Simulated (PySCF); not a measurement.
Isomers of C3H11NOSi3, mass 161.015 u with the commonest isotopes. Theory: PySCF, PBE0-D3(BJ)/def2-SVP geometry optimisation, gas phase. One conformer each, none proved a minimum here; rigid rotors.

Question: Order these by radius of gyration √(Σ m r²/M), largest first.
A. `[CH3:1][CH2:2][Si@H:3]([O:4][SiH3:5])[SiH2:6][C:7]#[N:8]` with C1–C2–Si3–O4 66°, C2–Si3–O4–Si5 -37°, C2–Si3–Si6–C7 -44°
B. `[CH:1]#[C:2][Si@@H:3]([O:4][SiH3:5])[SiH2:6][NH:7][CH3:8]` with C2–Si3–O4–Si5 -27°, C2–Si3–Si6–N7 61°, Si3–Si6–N7–C8 -62°
C. `[CH3:1][CH2:2][O:3][Si@H:4]([C:5]#[N:6])[SiH2:7][SiH3:8]` with C1–C2–O3–Si4 176°, C2–O3–Si4–C5 -57°, O3–Si4–Si7–Si8 37°

Answer: B (2.554 Å), A (2.464 Å), C (2.430 Å).

Question: Order these by rotational constant C, largest first.
A. `[CH:1]#[C:2][Si@@H:3]([O:4][SiH3:5])[SiH2:6][NH:7][CH3:8]` with C2–Si3–O4–Si5 -27°, C2–Si3–Si6–N7 61°, Si3–Si6–N7–C8 -62°
B. `[CH3:1][CH2:2][Si@H:3]([O:4][SiH3:5])[SiH2:6][C:7]#[N:8]` with C1–C2–Si3–O4 66°, C2–Si3–O4–Si5 -37°, C2–Si3–Si6–C7 -44°
C. `[CH3:1][CH2:2][O:3][Si@H:4]([C:5]#[N:6])[SiH2:7][SiH3:8]` with C1–C2–O3–Si4 176°, C2–O3–Si4–C5 -57°, O3–Si4–Si7–Si8 37°

Answer: C (609.6 MHz), B (560.5 MHz), A (496.2 MHz).

Question: Order these by out-of-plane moment Σ m c² = (Ia + Ib − Ic)/2, largest first.
A. `[CH:1]#[C:2][Si@@H:3]([O:4][SiH3:5])[SiH2:6][NH:7][CH3:8]` with C2–Si3–O4–Si5 -27°, C2–Si3–Si6–N7 61°, Si3–Si6–N7–C8 -62°
B. `[CH3:1][CH2:2][Si@H:3]([O:4][SiH3:5])[SiH2:6][C:7]#[N:8]` with C1–C2–Si3–O4 66°, C2–Si3–O4–Si5 -37°, C2–Si3–Si6–C7 -44°
C. `[CH3:1][CH2:2][O:3][Si@H:4]([C:5]#[N:6])[SiH2:7][SiH3:8]` with C1–C2–O3–Si4 176°, C2–O3–Si4–C5 -57°, O3–Si4–Si7–Si8 37°

Answer: C (121.53 u·Å²), B (75.96 u·Å²), A (31.52 u·Å²).

```
                     SMILES  point group  Ia (u·Å²)  Ib (u·Å²)  Ic (u·Å²)      κ  μa (D)  μb (D)  μc (D)
 CCO[Si@H](C#N)[SiH2][SiH3]           C1     438.18     633.94     829.06  -0.31    0.44    2.24    2.13
 CC[Si@H](O[SiH3])[SiH2]C#N           C1     268.86     784.73     901.66  -0.87    3.40    0.03    0.29
C#C[Si@@H](O[SiH3])[SiH2]NC           C1     266.04     815.54    1018.54  -0.82    1.45    1.06    0.30
```
